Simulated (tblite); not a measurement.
C3H9OSeSi (doublet state).
SMILES with atom numbers: `[CH2:1][C@H:2]([OH:3])[CH2:4][SiH2:5][SeH:6]` (hydrogens: H7, H8 on C1; H9 on C2; H10 on O3; H11, H12 on C4; H13, H14 on Si5; H15 on Se6)

Computed with GFN2-xTB (tblite), gas phase: L-BFGS steps from a force-field or distance-geometry start until the largest atomic force falls under 0.01 eV/Å.

Step 71: E = -541.8650 eV
```
atom  x, y, z in Å  |  force x, y, z in eV/Å
C1      1.7999    0.4650    0.0783   -0.058  -0.134   0.060
C2      0.8932    0.2301   -1.0603    0.012  -0.018  -0.025
O3      0.0330    1.3441   -1.2971    0.038  -0.021  -0.032
C4      0.0095   -1.0054   -0.9261    0.006  -0.012   0.022
Si5    -1.3021   -0.8546    0.4456    0.054   0.010  -0.005
Se6    -1.8374    1.3322    0.6711   -0.051   0.047  -0.049
H7      2.4216    1.3392    0.0770   -0.009   0.075   0.041
H8      1.9017   -0.2345    0.8853   -0.040  -0.004  -0.092
H9      1.5166    0.1056   -1.9748    0.023   0.030  -0.045
H10     0.5369    2.1621   -1.2254   -0.023   0.012   0.001
H11    -0.5058   -1.1621   -1.8752    0.060   0.037   0.031
H12     0.6484   -1.8702   -0.7563   -0.029  -0.012   0.000
H13    -0.7650   -1.3304    1.7249   -0.014  -0.019  -0.004
H14    -2.4812   -1.6291    0.0473    0.018   0.018   0.054
H15    -2.8740    1.1160    1.6579    0.011  -0.011   0.042
```

Step 72: E = -541.8680 eV
```
atom  x, y, z in Å  |  force x, y, z in eV/Å
C1      1.7870    0.4678    0.0936   -0.041  -0.006  -0.109
C2      0.8961    0.2328   -1.0570   -0.031  -0.018  -0.015
O3      0.0402    1.3443   -1.3144   -0.015  -0.018  -0.003
C4      0.0083   -0.9994   -0.9240   -0.011  -0.052   0.001
Si5    -1.2980   -0.8599    0.4523    0.049   0.035  -0.010
Se6    -1.8345    1.3272    0.6663   -0.051   0.072  -0.044
H7      2.4003    1.3483    0.0973   -0.010   0.068   0.075
H8      1.9190   -0.2548    0.8698   -0.024  -0.082   0.010
H9      1.5236    0.0990   -1.9677    0.064   0.024  -0.020
H10     0.5353    2.1678   -1.2445    0.008  -0.018   0.016
H11    -0.5103   -1.1493   -1.8702    0.007   0.052  -0.033
H12     0.6408   -1.8707   -0.7712    0.019  -0.028   0.046
H13    -0.7598   -1.3387    1.7288   -0.003  -0.014   0.011
H14    -2.4787   -1.6333    0.0591    0.012   0.007   0.044
H15    -2.8741    1.1269    1.6543    0.027  -0.024   0.032
```

Step 73: E = -541.8670 eV
```
atom  x, y, z in Å  |  force x, y, z in eV/Å
C1      1.7807    0.4709    0.1024    0.081  -0.185   0.137
C2      0.8953    0.2354   -1.0514   -0.032  -0.013  -0.037
O3      0.0448    1.3446   -1.3253   -0.037  -0.020   0.021
C4      0.0056   -0.9955   -0.9182   -0.009  -0.071  -0.027
Si5    -1.2990   -0.8635    0.4586    0.034   0.058  -0.005
Se6    -1.8319    1.3259    0.6619   -0.067   0.077  -0.034
H7      2.3665    1.3742    0.1189   -0.064  -0.058   0.122
H8      1.9752   -0.2974    0.8391   -0.085   0.262  -0.291
H9      1.5264    0.0915   -1.9603    0.072   0.019   0.005
H10     0.5344    2.1717   -1.2550    0.023  -0.045   0.028
H11    -0.5139   -1.1410   -1.8633   -0.026   0.055  -0.073
H12     0.6361   -1.8689   -0.7753    0.043  -0.046   0.072
H13    -0.7615   -1.3440    1.7340   -0.001  -0.010   0.016
H14    -2.4804   -1.6354    0.0634    0.019   0.010   0.046
H15    -2.8829    1.1395    1.6427    0.049  -0.032   0.019
```

Step 74: E = -541.8704 eV
```
atom  x, y, z in Å  |  force x, y, z in eV/Å
C1      1.7843    0.4656    0.0959    0.029   0.047  -0.073
C2      0.8977    0.2331   -1.0571   -0.029  -0.013  -0.018
O3      0.0436    1.3434   -1.3199   -0.050  -0.006   0.006
C4      0.0090   -0.9980   -0.9207   -0.003  -0.045  -0.035
Si5    -1.2963   -0.8592    0.4546    0.016   0.051   0.001
Se6    -1.8382    1.3287    0.6613   -0.046   0.055  -0.033
H7      2.3848    1.3579    0.1079   -0.046  -0.008   0.097
H8      1.9376   -0.2734    0.8552   -0.025  -0.024  -0.038
H9      1.5260    0.0980   -1.9687    0.060   0.009   0.010
H10     0.5325    2.1705   -1.2463    0.024  -0.040   0.022
H11    -0.5077   -1.1456   -1.8667   -0.037   0.038  -0.071
H12     0.6387   -1.8706   -0.7709    0.046  -0.045   0.060
H13    -0.7618   -1.3411    1.7311    0.004  -0.004   0.015
H14    -2.4786   -1.6320    0.0636    0.019   0.009   0.039
H15    -2.8762    1.1306    1.6529    0.038  -0.023   0.018
```

Task: Estimate the geometry and energy of step 75. (The exact step hangs on the optimiser's Hessian estimate; all steps are aligned on step 74, rigid shifts and turns removed.)

Result: E = -541.8718 eV, largest force 0.107 eV/Å
```
atom  x, y, z in Å  |  force x, y, z in eV/Å
C1      1.7837    0.4644    0.0954    0.031   0.064  -0.080
C2      0.8983    0.2328   -1.0583   -0.020  -0.005  -0.016
O3      0.0438    1.3428   -1.3213   -0.054  -0.007   0.007
C4      0.0100   -0.9983   -0.9204    0.002  -0.038  -0.046
Si5    -1.2951   -0.8576    0.4548    0.004   0.051   0.006
Se6    -1.8410    1.3304    0.6586   -0.041   0.040  -0.027
H7      2.3815    1.3583    0.1117   -0.043  -0.003   0.094
H8      1.9387   -0.2769    0.8512   -0.020  -0.038  -0.022
H9      1.5274    0.0989   -1.9701    0.049   0.003   0.021
H10     0.5310    2.1707   -1.2452    0.027  -0.044   0.022
H11    -0.5060   -1.1444   -1.8667   -0.045   0.023  -0.073
H12     0.6392   -1.8713   -0.7694    0.042  -0.039   0.054
H13    -0.7626   -1.3412    1.7318    0.007   0.003   0.012
H14    -2.4781   -1.6309    0.0660    0.022   0.010   0.036
H15    -2.8751    1.1303    1.6543    0.041  -0.020   0.013
```

The energy changes by -0.0014 eV. The first-order estimate −F·Δx gives -0.0015 eV and the mean of the old and new forces, exact on a quadratic surface, -0.0014 eV. The step makes an angle of 57° with the force vector and moves no atom by more than 0.005 Å.

The cost below is that of the whole relaxation. Hardware: one thread, AMD EPYC (x86_64), no GPU, shared host. Cost: 2.2 s.
